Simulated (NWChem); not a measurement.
Molecule: CH2BNO; SMILES BN=C=O

Program: NWChem. The geometry was optimised at PBE0/def2-SVP. One conformer.

Diagonal of the polarisability tensor at B3LYP/aug-cc-pVDZ, 589 nm: 34.59, 55.83, 30.92 bohr³.

### Question
Find the mean polarisability volume, the molar refraction, and the refractive index that an ideal gas of it would have at 273.15 K and 1 atm.

### Answer

1. Mean: one third of the trace = 40.45 bohr³ × 0.14818 Å³/bohr³ = 5.99 Å³.
2. Molar refraction (Lorentz-Lorenz): (4π/3) N_A α = 15.1 cm³/mol.
3. Number density p/kT = 2.687 × 10⁻⁵ Å⁻³; n − 1 = 2π N α = 10.12 × 10⁻⁴.
